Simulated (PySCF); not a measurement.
## GaP: energy against distance

Set-up: PySCF, scalar-relativistic core potentials, basis sets Ga cc-pVDZ-PP with ECP10, P cc-pV(D+d)Z. Energies in eV from Ga + P in their ground configurations at the same level. State: ³Σ⁻ (triplet), unpaired electrons π ↑↑.

All columns are LDA. A positive dipole means Ga(−)P(+).

| R (Å) | E (eV) | μ (D) | Mulliken charge on Ga (basis-dependent) | HOMO (eV) | LUMO (eV) | Mayer bond order | ⟨S²⟩ |
| --- | --- | --- | --- | --- | --- | --- | --- |
| 2.136 | -2.110 | 0.36 | -0.02 | -4.50 | -5.21 | 1.37 | 2.00 |
| 2.236 | -2.410 | -0.09 | 0.03 | -4.55 | -4.97 | 1.33 | 2.00 |
| 2.335 | -2.567 | -0.54 | 0.08 | -4.58 | -4.74 | 1.29 | 2.00 |
| 2.409 | -2.617 | -0.86 | 0.11 | -4.58 | -4.58 | 1.26 | 2.00 |
| 2.484 | -2.623 | -1.18 | 0.14 | -4.57 | -4.44 | 1.24 | 2.00 |
| 2.558 | -2.595 | -1.49 | 0.16 | -4.54 | -4.30 | 1.22 | 2.01 |
| 2.658 | -2.519 | -1.88 | 0.18 | -4.50 | -4.13 | 1.19 | 2.01 |
| 2.782 | -2.381 | -2.33 | 0.21 | -4.43 | -3.95 | 1.16 | 2.01 |
| 2.931 | -2.178 | -2.83 | 0.23 | -4.33 | -3.77 | 1.12 | 2.01 |
| 3.130 | -1.880 | -3.41 | 0.24 | -4.20 | -3.58 | 1.08 | 2.02 |

A fit through these points gives, at Re = 2.458 Å, μ = -1.07 D and dμ/dR = -4.23 D/Å; the reduced mass is 21.37 u.

Q: How strong is the fundamental in the double-harmonic approximation, I = 42.26·(dμ/dR)²/μred km/mol?

A: I = 42.26·(-4.23)²/21.37 = 35.4 km/mol at LDA.

Spin–orbit coupling is left out. The state was picked by a PBE0 search and need not be the measured ground state.

At some distances an empty level lies below a filled one, because the occupation is held.
